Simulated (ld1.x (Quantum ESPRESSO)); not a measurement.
**iodine: one change to a TM potential, before and after**

iodine, norm-conserving Troullier–Martins (Kleinman–Bylander form), made with ld1.x (Quantum ESPRESSO) 7.5 (PBE, fully relativistic). Core [Kr] 4d10, reference 5s2 5p5. Waves: 5p (bound): rc 1.60 bohr; 5d channel at 0.05 Ry: rc 1.30 bohr; 5s (bound): rc 1.45 bohr. Local part: the s channel. Core correction: none.

Open shells are filled in proportion to 2j + 1 (rel_dist='average').

Change: wave 5d channel at 0.05 Ry: rc 1.30 bohr becomes 5d channel at 3.42 Ry: rc 1.30 bohr.

Cutoffs: the cutoffs (Ry, on a coarse ladder) from which the occupation-weighted sum of valence levels, in a spherical-Bessel basis at the reference potential, stays within 10 and 1 mRy of its value at 400 Ry; they do not see the model core or the augmentation charge, which bear on the density cutoff. Errors are all-electron minus pseudo energies relative to the spin-unpolarised reference configuration.

**Question.** What does the change do?

**Answer.** The potential gets neither clearly harder nor softer (70 Ry and 120 Ry → 70 Ry and 120 Ry); a bound ghost appears in d, which as a rule spoils a file; the errors of the 7 common tests hardly move; the range in which the d3/2 phases agree widens (upper end 2.3 → at the end of the scan); the range in which the d5/2 phases agree widens (upper end 2.4 → at the end of the scan).

| quantity | base | changed |
| --- | --- | --- |
| cutoff, loose | 70 Ry | 70 Ry |
| cutoff, tight | 120 Ry | 120 Ry |
| bound ghosts | none | d5/2, d3/2 |
| error for 5s2 5p4, meV [ΔE 11.16 eV] | -1.5 | -1.5 |
| error for 5s2 5p3, meV [ΔE 31.03 eV] | -11 | -11 |
| error for 5s2 5p2, meV [ΔE 60.39 eV] | -32 | -32 |
| error for 5s1 5p5, meV [ΔE 22.09 eV] | +9.4 | +9.4 |
| error for 5s2 5p1, meV [ΔE 99.86 eV] | -58 | -58 |
| error for 5s2 5p5.3, meV [ΔE -1.79 eV] | -0.2 | -0.2 |
| error for 5s2 5p4.5, meV [ΔE 4.54 eV] | -0.2 | -0.2 |
| s: phases at 1.75 bohr within 0.05 rad from the reference energy up to (Ry; the scan ends near 5) | 2.1 | 2.1 |
| p1/2: phases at 1.75 bohr within 0.05 rad from the reference energy up to (Ry; the scan ends near 5) | to the end of the scan | to the end of the scan |
| p3/2: phases at 1.75 bohr within 0.05 rad from the reference energy up to (Ry; the scan ends near 5) | to the end of the scan | to the end of the scan |
| d3/2: phases at 1.75 bohr within 0.05 rad from the reference energy up to (Ry; the scan ends near 5) | 2.3 | to the end of the scan |
| d5/2: phases at 1.75 bohr within 0.05 rad from the reference energy up to (Ry; the scan ends near 5) | 2.4 | to the end of the scan |

 A true bound ghost makes a file unfit for plane-wave use even where its test errors are small: the radial tests pick states by their node count and pass the ghost by.
